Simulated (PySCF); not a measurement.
**Cd²⁺: excitation energy**

Cd²⁺ [Kr] 4d10 (1S) → Cd²⁺ [Kr] 4d9 5p1 (high-spin determinant), as a difference of total energies. Calculation: PySCF 2.14, in aug-cc-pVDZ-PP with ECP28MDF; scalar relativity through the core potential. Correlated levels: valence: 4s2 4p6 frozen. The calculations carry no spin-orbit coupling.

```json
{"method": "UHF", "excitation energy (eV)": "16.323"}
{"method": "LDA", "excitation energy (eV)": "16.593"}
{"method": "PBE", "excitation energy (eV)": "16.407"}
{"method": "PBE0", "excitation energy (eV)": "16.630"}
{"method": "r2SCAN", "excitation energy (eV)": "16.524"}
{"method": "MN15", "excitation energy (eV)": "17.036"}
{"method": "revPBE", "excitation energy (eV)": "16.408"}
{"method": "HSE06", "excitation energy (eV)": "16.586"}
{"method": "M06-2X", "excitation energy (eV)": "17.159"}
{"method": "MP2 (valence)", "excitation energy (eV)": "17.418"}
{"method": "SCS-MP2 (valence)", "excitation energy (eV)": "17.385"}
```

Q: How much does correlation contribute at MP2 (valence)?

A: 17.418 − (16.323) = 1.095 eV, measured against UHF.

The determinant of the upper state mixes LS terms, which raises its energy above the lowest term, most at the Hartree-Fock and MP2 levels.
